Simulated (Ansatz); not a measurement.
C₂HClF₂Sn (`C#[C][Sn]([F])([F])[Cl]`). The species carries charge 0 and has multiplicity 1. Sn takes the def2 core potential.

```tsv
atom	x (Å)	y (Å)	z (Å)
C1	-0.510	-0.384	-2.107
C2	-0.240	-0.151	-0.958
Sn3	0.229	0.215	0.991
F4	-1.298	0.785	1.951
F5	1.437	1.663	1.128
Cl6	1.133	-1.542	2.122
H7	-0.752	-0.586	-3.127
```

Question: List the harmonic frequencies (cm⁻¹, unscaled) at PBE0-D4/def2-TZVP in Ansatz. (Best estimate.)

Answer: Ansatz gave: 77, 93, 132, 159, 179, 253, 257, 403, 490, 656, 660, 748, 749, 2168, 3459.

Question: Is this a minimum?

Answer: Yes, all 15 modes are real.

Question: Give the ideal-gas thermochemistry at 298.15 K and 1 bar (rigid rotor, harmonic oscillator; point group Cs, symmetry number 1).

Answer: Zero-point energy 62.7 kJ/mol; H(298) − E = 86.7 kJ/mol; entropy 387.2 J/(mol·K), of which translation 176.0, rotation 120.8, vibration 90.5; G(298) − E = -28.7 kJ/mol. Modes under 100 cm⁻¹ are hindered rotations or soft bends, so the harmonic entropy is rough.

Question: Rotational constants (cm⁻¹)?

Answer: 0.07081, 0.04755, 0.03985.
